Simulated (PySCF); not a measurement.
PySCF job for C₂H₇Ga, SMILES [GaH]([CH3])[CH3], TDA-PBE0/def2-SVPD. Coordinates come from a PBE0-D3(BJ)/def2-SVP optimisation. The structure was generated by enumeration; whether it is a known compound was not checked.

```python
import numpy as np
from pyscf import gto, scf, dft, tdscf

mol = gto.M(
    atom='''
    Ga   -0.00017723   -0.32804145    0.00000000
    H     0.00159138   -1.90941631    0.00000001
    C    -0.00004850    0.61472987    1.73020548
    H     0.88891038    0.32869412    2.31663089
    H    -0.00989827    1.70923725    1.62328182
    H    -0.87676969    0.31304014    2.32690698
    C    -0.00004850    0.61472986   -1.73020548
    H     0.88891038    0.32869412   -2.31663089
    H    -0.87676969    0.31304013   -2.32690700
    H    -0.00989826    1.70923725   -1.62328182
    ''',
    basis='def2-SVPD',
    charge=0,
    spin=0,
    symmetry=True,
    max_memory=1600,
    verbose=4,
)
mf = dft.RKS(mol, xc='pbe0').density_fit(auxbasis='def2-universal-jkfit')
mf.grids.level = 3
mf.conv_tol = 1e-9
mf.max_cycle = 100
mf.kernel()
mf.grids = dft.Grids(mol).set(level=1).build(with_non0tab=True)  # coarser grid for the response kernel
td = tdscf.TDA(mf)
td.singlet = True
td.nstates = 10
td.conv_tol = 1e-4
td.positive_eig_threshold = 1e-6
td.kernel(x0=td.get_init_guess(mf, 15))
td.analyze()
tt = tdscf.TDA(mf)
tt.singlet = False
tt.nstates = 4
tt.conv_tol = 1e-4
tt.positive_eig_threshold = 1e-6
tt.kernel(x0=tt.get_init_guess(mf, 9))
tt.analyze(verbose=3)
```

It prints:

```
PySCF version 2.14.0

[INPUT] verbose = 4
[INPUT] num. atoms = 10
[INPUT] num. electrons = 50
[INPUT] charge = 0
[INPUT] spin (= nelec alpha-beta = 2S) = 0
[INPUT] symmetry True subgroup None
[INPUT] Mole.unit = angstrom
[INPUT] Symbol           X                Y                Z      unit          X                Y                Z       unit  Magmom
[INPUT]  1 Ga    -0.000177230000  -0.328041450000   0.000000000000 AA   -0.000334916161  -0.619908498005   0.000000000000 Bohr   0.0
[INPUT]  2 H      0.001591380000  -1.909416310000   0.000000010000 AA    0.003007272360  -3.608273883678   0.000000018897 Bohr   0.0
[INPUT]  3 C     -0.000048500000   0.614729870000   1.730205480000 AA   -0.000091651717   1.161671094889   3.269614496422 Bohr   0.0
[INPUT]  4 H      0.888910380000   0.328694120000   2.316630890000 AA    1.679797167483   0.621141865555   4.377797913807 Bohr   0.0
[INPUT]  5 H     -0.009898270000   1.709237250000   1.623281820000 AA   -0.018705019407   3.229990284405   3.067558062786 Bohr   0.0
[INPUT]  6 H     -0.876769690000   0.313040140000   2.326906980000 AA   -1.656854588420   0.591560130596   4.397216909539 Bohr   0.0
[INPUT]  7 C     -0.000048500000   0.614729860000  -1.730205480000 AA   -0.000091651717   1.161671075992  -3.269614496422 Bohr   0.0
[INPUT]  8 H      0.888910380000   0.328694120000  -2.316630890000 AA    1.679797167483   0.621141865555  -4.377797913807 Bohr   0.0
[INPUT]  9 H     -0.876769690000   0.313040130000  -2.326907000000 AA   -1.656854588420   0.591560111698  -4.397216947333 Bohr   0.0
[INPUT] 10 H     -0.009898260000   1.709237250000  -1.623281820000 AA   -0.018705000510   3.229990284405  -3.067558062786 Bohr   0.0

nuclear repulsion = 181.944361881577
point group symmetry = Cs
symmetry origin: [ 3.77945225e-09  4.91328773e-09 -3.77945213e-10]
symmetry axis x: [ 1.00000000e+00  1.21819655e-09 -2.21082087e-11]
symmetry axis y: [ 1.21819655e-09 -1.00000000e+00  2.26137214e-09]
symmetry axis z: [2.21082059e-11 2.26137217e-09 1.00000000e+00]
num. orbitals of irrep A' = 76
num. orbitals of irrep A" = 58
number of shells = 58
number of NR pGTOs = 210
number of NR cGTOs = 134
basis = def2-SVPD
ecp = {}


[settings echo left out]
init E= -2003.9253843952
HOMO (A') = -0.316076980755994  LUMO (A') = -0.0668001959152327  gap/eV = 6.78317
cycle= 1 E= -2004.54446621688  delta_E= -0.619  |g|= 0.609  |ddm|= 3.35
HOMO (A") = -0.229339165839901  LUMO (A') = -0.0362647843665251  gap/eV = 5.25382
cycle= 2 E= -2004.50852178001  delta_E= 0.0359  |g|= 0.763  |ddm|=  1.3
HOMO (A") = -0.282626873348303  LUMO (A') = -0.0338280451023927  gap/eV = 6.77016
cycle= 3 E= -2004.61286986143  delta_E= -0.104  |g|= 0.0233  |ddm|= 0.761
HOMO (A") = -0.285085248945363  LUMO (A') = -0.0355323674034858  gap/eV = 6.79068
cycle= 4 E= -2004.61295674726  delta_E= -8.69e-05  |g|= 0.0116  |ddm|= 0.038
HOMO (A") = -0.283538043005536  LUMO (A') = -0.0348981747055279  gap/eV = 6.76584
cycle= 5 E= -2004.61298299141  delta_E= -2.62e-05  |g|= 0.00282  |ddm|= 0.0146
HOMO (A") = -0.283922135534069  LUMO (A') = -0.034901882010645  gap/eV = 6.77619
cycle= 6 E= -2004.61298523961  delta_E= -2.25e-06  |g|= 0.000307  |ddm|= 0.0039
HOMO (A") = -0.283914278977829  LUMO (A') = -0.0349011647193676  gap/eV = 6.77599
cycle= 7 E= -2004.61298526932  delta_E= -2.97e-08  |g|= 5.25e-05  |ddm|= 0.000642
HOMO (A") = -0.283914941793233  LUMO (A') = -0.0349033916924664  gap/eV = 6.77595
cycle= 8 E= -2004.61298527032  delta_E= -9.96e-10  |g|= 4.52e-06  |ddm|= 0.000101
HOMO (A") = -0.283913371858645  LUMO (A') = -0.0349014803349976  gap/eV = 6.77596
Extra cycle  E= -2004.61298527033  delta_E= -8.64e-12  |g|= 4.72e-06  |ddm|= 1.64e-05
converged SCF energy = -2004.61298527033
tot grids = 35080
Overwritten attributes  positive_eig_threshold  of <class 'pyscf.tdscf.rks.TDA'>


******** <class 'pyscf.tdscf.rks.TDA'> for <class 'pyscf.df.df_jk.DFSymAdaptedRKS'> ********
nstates = 10 singlet
deg_eia_thresh = 1.000e-03
wfnsym = None
conv_tol = 0.0001
eigh lindep = 1e-12
eigh level_shift = 0
eigh max_cycle = 100


Excitation energies (eV)
[5.27749095 5.37362324 6.85756017 7.08107587 7.72135113 7.83419189
 8.16238906 8.16893781 8.56683594 8.63143402]

** Singlet excitation energies and oscillator strengths **
Excited State   1:   A"      5.27749 eV    234.93 nm  f=0.0000
      25 -> 26        0.70529
Excited State   2:   A'      5.37362 eV    230.73 nm  f=0.0028
      24 -> 26        0.70621
Excited State   3:   A"      6.85756 eV    180.80 nm  f=0.1063
      25 -> 27        0.70294
Excited State   4:   A'      7.08108 eV    175.09 nm  f=0.0066
      24 -> 27       -0.70140
Excited State   5:   A'      7.72135 eV    160.57 nm  f=0.0303
      25 -> 28       -0.70160
Excited State   6:   A"      7.83419 eV    158.26 nm  f=0.0922
      24 -> 28       -0.68864
      25 -> 29        0.11779
Excited State   7:   A'      8.16239 eV    151.90 nm  f=0.3292
      24 -> 29       -0.68981
Excited State   8:   A"      8.16894 eV    151.78 nm  f=0.1678
      23 -> 26        0.23613
      24 -> 28        0.11636
      25 -> 29        0.64611
Excited State   9:   A"      8.56684 eV    144.73 nm  f=0.0000
      22 -> 26       -0.70491
Excited State  10:   A"      8.63143 eV    143.64 nm  f=0.0093
      23 -> 26        0.11972
      25 -> 30       -0.68379

** Transition electric dipole moments (AU) **
state          X           Y           Z        Dip. S.      Osc.
  1         0.0000      0.0000     -0.0013      0.0000      0.0000
  2         0.1448     -0.0004     -0.0000      0.0210      0.0028
  3        -0.0000      0.0000      0.7954      0.6327      0.1063
  4        -0.0013     -0.1954     -0.0000      0.0382      0.0066
  5        -0.0004     -0.4002     -0.0000      0.1601      0.0303
  6        -0.0000     -0.0000     -0.6932      0.4805      0.0922
  7        -0.0003     -1.2830     -0.0000      1.6460      0.3292
  8        -0.0000      0.0000      0.9158      0.8386      0.1678
  9         0.0000     -0.0000     -0.0002      0.0000      0.0000
 10        -0.0000     -0.0000     -0.2095      0.0439      0.0093

** Transition velocity dipole moments (imaginary part, AU) **
state          X           Y           Z        Dip. S.      Osc.
  1         0.0000     -0.0000     -0.0002      0.0000      0.0000
  2         0.0388     -0.0002     -0.0000      0.0015      0.0051
  3        -0.0000     -0.0000      0.1907      0.0364      0.0962
  4        -0.0003     -0.0379     -0.0000      0.0014      0.0037
  5        -0.0002     -0.0853      0.0000      0.0073      0.0171
  6        -0.0000      0.0000     -0.1768      0.0313      0.0724
  7        -0.0001     -0.3400      0.0000      0.1156      0.2569
  8        -0.0000      0.0000      0.2545      0.0648      0.1439
  9         0.0000      0.0000     -0.0005      0.0000      0.0000
 10         0.0000     -0.0000     -0.0676      0.0046      0.0096

** Transition magnetic dipole moments (imaginary part, AU) **
state          X           Y           Z
  1        -0.0012      0.9956     -0.0000
  2        -0.0000     -0.0000     -1.1978
  3        -0.1829     -0.0005     -0.0000
  4        -0.0000     -0.0000      0.0014
  5        -0.0000      0.0000     -0.0011
  6        -1.1770      0.0007     -0.0000
  7         0.0000     -0.0000      0.0032
  8         0.5861     -0.0006     -0.0000
  9         0.0015     -0.2302      0.0000
 10         0.2309     -0.0054     -0.0000


******** <class 'pyscf.tdscf.rks.TDA'> for <class 'pyscf.df.df_jk.DFSymAdaptedRKS'> ********
nstates = 4 triplet
deg_eia_thresh = 1.000e-03
wfnsym = None
conv_tol = 0.0001
eigh lindep = 1e-12
eigh level_shift = 0
eigh max_cycle = 100


Excitation energies (eV)
[4.92191244 4.92937508 6.49775197 6.65825051]

** Triplet excitation energies and oscillator strengths **
Excited State   1:   A'      4.92191 eV    251.90 nm  f=0.0000
Excited State   2:   A"      4.92938 eV    251.52 nm  f=0.0000
Excited State   3:   A"      6.49775 eV    190.81 nm  f=0.0000
Excited State   4:   A'      6.65825 eV    186.21 nm  f=0.0000
```

The run converged.

Cost: very roughly 80 core-seconds.
